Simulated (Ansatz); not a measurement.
`CB(O)CO` and `CB(O)[SeH]` differ in one atom or group.

Ansatz, PBE0-D4/def2-TZVP geometries, multiplicity 1. Each molecule was computed in one conformer, which needn't be the lowest.

Scalar relativity is left out up to krypton. Spin–orbit coupling is left out; it splits and shifts lone-pair levels of the heavy atoms by tenths of an eV.

```
                                        property  `CB(O)CO`
               HOMO energy (PBE/def2-TZVPP) / eV      -5.75
               LUMO energy (PBE/def2-TZVPP) / eV      -0.61
            HOMO–LUMO gap (PBE0/def2-TZVPP) / eV       7.79
             HOMO energy (B3LYP/def2-TZVPP) / eV      -7.15
size of the dipole moment (B3LYP/def2-TZVPP) / D       2.77
  size of the dipole moment (PBE/def2-TZVPP) / D       2.68
```

(1) Give the same properties after the change, and the shifts. (An estimate is asked.)

## Answers

(1) Computed: 
```json
{"property": "HOMO energy (PBE/def2-TZVPP) / eV", "`CB(O)[SeH]`": "-5.91", "shift": "-0.16"}
{"property": "LUMO energy (PBE/def2-TZVPP) / eV", "`CB(O)[SeH]`": "-0.73", "shift": "-0.12"}
{"property": "HOMO–LUMO gap (PBE0/def2-TZVPP) / eV", "`CB(O)[SeH]`": "7.26", "shift": "-0.53"}
{"property": "HOMO energy (B3LYP/def2-TZVPP) / eV", "`CB(O)[SeH]`": "-6.80", "shift": "0.35"}
{"property": "size of the dipole moment (B3LYP/def2-TZVPP) / D", "`CB(O)[SeH]`": "2.25", "shift": "-0.52"}
{"property": "size of the dipole moment (PBE/def2-TZVPP) / D", "`CB(O)[SeH]`": "2.19", "shift": "-0.49"}
```

With PBE0 the HOMO rises by 0.35 eV and the LUMO falls by 0.18 eV, so the gap narrows by about 0.53 eV. PBE moves the HOMO by -0.16 eV and ωB97M-V by 0.62 eV. Dipoles are sizes alone; their direction can turn.

B3LYP here is the variant with VWN-RPA as its local correlation; programs differ in this.
